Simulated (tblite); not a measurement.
Species: C₅H₁₀B₂OS.
Atom-mapped SMILES: `[CH3:1][BH:2][O:3][BH:4][S:5][CH2:6][C:7]#[C:8][CH3:9]` (hydrogens: H10, H11, H12 on C1; H13 on B2; H14 on B4; H15, H16 on C6; H17, H18, H19 on C9)

Computed with GFN2-xTB (tblite), gas phase: L-BFGS steps from a force-field or distance-geometry start until the largest atomic force falls under 0.01 eV/Å.

The end geometry, which sets the zero of energy:
```
atom  x, y, z in Å
C1     -4.2280   -0.0462   -1.0064
B2     -2.8055    0.5838   -1.3439
O3     -1.7402    0.2417   -0.6677
B4     -0.7293   -0.0792    0.0834
S5     -0.3745    0.8740    1.5851
C6      1.1569    0.0227    2.1939
C7      2.2445    0.1430    1.2603
C8      3.1072    0.2699    0.4366
C9      4.1771    0.4077   -0.5261
H10    -4.6335   -0.5702   -1.8695
H11    -4.1956   -0.7449   -0.1742
H12    -4.9431    0.7358   -0.7598
H13    -2.6827    1.3626   -2.2241
H14    -0.0216   -0.9810   -0.1832
H15     1.3970    0.5139    3.1369
H16     0.9038   -1.0230    2.3742
H17     5.0017   -0.2553   -0.2656
H18     3.8174    0.1486   -1.5215
H19     4.5387    1.4356   -0.5360
```

Task: These geometries come from the run, each turned onto the end geometry. Order them by energy, lowest first.
A.
```
atom  x, y, z in Å
C1     -4.5416    0.4550   -0.4106
B2     -3.4687   -0.0739   -1.4621
O3     -2.2569   -0.3877   -1.0819
B4     -1.1751   -0.6003   -0.3892
S5     -0.0526    0.7582   -0.0042
C6      1.1642   -0.1162    1.0930
C7      2.5169    0.2587    0.7921
C8      3.6577    0.5063    0.5166
C9      5.0564    0.7795    0.2829
H10    -5.4815   -0.0850   -0.4620
H11    -4.1917    0.4309    0.6171
H12    -4.7816    1.4918   -0.6346
H13    -3.7396   -0.1643   -2.6077
H14    -0.9341   -1.6821    0.0186
H15     0.9203    0.1249    2.1298
H16     1.0525   -1.1828    0.9102
H17     5.6472   -0.0132    0.7422
H18     5.2672    0.8039   -0.7861
H19     5.3312    1.7358    0.7284
```
B.
```
atom  x, y, z in Å
C1     -4.2127    0.0027   -1.0595
B2     -2.7419    0.5495   -1.3305
O3     -1.7383    0.1928   -0.5760
B4     -0.7402   -0.1362    0.1873
S5     -0.3654    0.8318    1.6738
C6      1.1904   -0.0042    2.2448
C7      2.2485    0.1424    1.2778
C8      3.0720    0.2916    0.4180
C9      4.1050    0.4490   -0.5815
H10    -4.5751   -0.5562   -1.9237
H11    -4.2655   -0.6475   -0.1918
H12    -4.9148    0.8187   -0.9135
H13    -2.5307    1.2699   -2.2497
H14    -0.0552   -1.0590   -0.0649
H15     1.4460    0.4882    3.1842
H16     0.9543   -1.0552    2.4238
H17     4.9470   -0.2057   -0.3573
H18     3.7130    0.1855   -1.5635
H19     4.4541    1.4815   -0.6053
```
C.
```
atom  x, y, z in Å
C1     -4.2190    0.2939    0.1626
B2     -3.4852    0.3213   -1.2576
O3     -2.1637    0.8121   -1.4598
B4     -1.2774   -0.2354   -1.5749
S5      0.5556    0.0116   -1.3200
C6      0.9431   -0.0219    0.5014
C7      2.4179    0.2105    0.6015
C8      3.5589    0.3932    0.7098
C9      5.0369    0.6071    0.8334
H10    -5.1310   -0.3129    0.0725
H11    -3.5867   -0.2370    0.9036
H12    -4.4577    1.2983    0.5285
H13    -3.8072   -0.5753   -1.9721
H14    -1.6837   -1.3272   -1.2748
H15     0.4405    0.8304    0.9916
H16     0.6528   -0.9889    0.9505
H17     5.5248   -0.3244    1.1643
H18     5.4854    0.8727   -0.1407
H19     5.1860    1.4114    1.5725
```
D.
```
atom  x, y, z in Å
C1     -4.3627    0.3328   -0.8209
B2     -2.9178    0.1795   -1.4730
O3     -1.9115   -0.2927   -0.7805
B4     -0.9374   -0.5741    0.0328
S5     -0.3109    0.7126    1.1442
C6      1.1606   -0.1190    1.9093
C7      2.3489    0.1320    1.1350
C8      3.2962    0.4024    0.4488
C9      4.4667    0.7222   -0.3397
H10    -5.0950   -0.3201   -1.2942
H11    -4.3633    0.1193    0.2465
H12    -4.7177    1.3518   -0.9613
H13    -2.7123    0.4959   -2.5939
H14    -0.4598   -1.6506    0.0799
H15     1.2556    0.3127    2.9070
H16     0.9439   -1.1852    1.9808
H17     5.2980    0.0713   -0.0689
H18     4.2522    0.5909   -1.4006
H19     4.7566    1.7578   -0.1586
```
E.
```
atom  x, y, z in Å
C1     -4.2470    0.3183    0.1439
B2     -3.5593    0.1139   -1.2815
O3     -2.3033   -0.2425   -1.3804
B4     -1.0595   -0.5772   -1.2583
S5      0.2847    0.6782   -1.2352
C6      0.9709    0.0962    0.3957
C7      2.3894    0.2689    0.5332
C8      3.5689    0.3985    0.7014
C9      4.9902    0.5953    0.8685
H10    -5.2401   -0.1284    0.1289
H11    -3.6951   -0.1140    0.9771
H12    -4.3626    1.3804    0.3609
H13    -4.2056    0.2495   -2.2665
H14    -0.7536   -1.7006   -1.0652
H15     0.4506    0.7098    1.1338
H16     0.6977   -0.9538    0.5130
H17     5.4703   -0.3271    1.1954
H18     5.4226    0.9019   -0.0838
H19     5.1713    1.3724    1.6113
```

Result: B (0.005 eV), D (0.046 eV), A (0.121 eV), E (0.342 eV), C (2.141 eV).

In the order of the answer:

```csv
step,E above end (eV),largest force (eV/Å),rms force component (eV/Å),rms distance from end (Å),rms bond change (Å),bond most changed (Å)
219,0.005,0.16,0.039,0.108,0.002,B2–H13 +0.005
160,0.046,0.10,0.026,0.584,0.001,B2–O3 +0.002
80,0.121,0.24,0.063,1.261,0.003,B4–S5 -0.010
29,0.342,0.17,0.056,1.711,0.007,B4–S5 +0.026
1,2.141,6.27,1.305,1.776,0.043,B2–O3 +0.117
```

The cost below is that of the whole relaxation. The run took 3.4 s wall on an Arm Neoverse N1 with one thread, on a shared host.
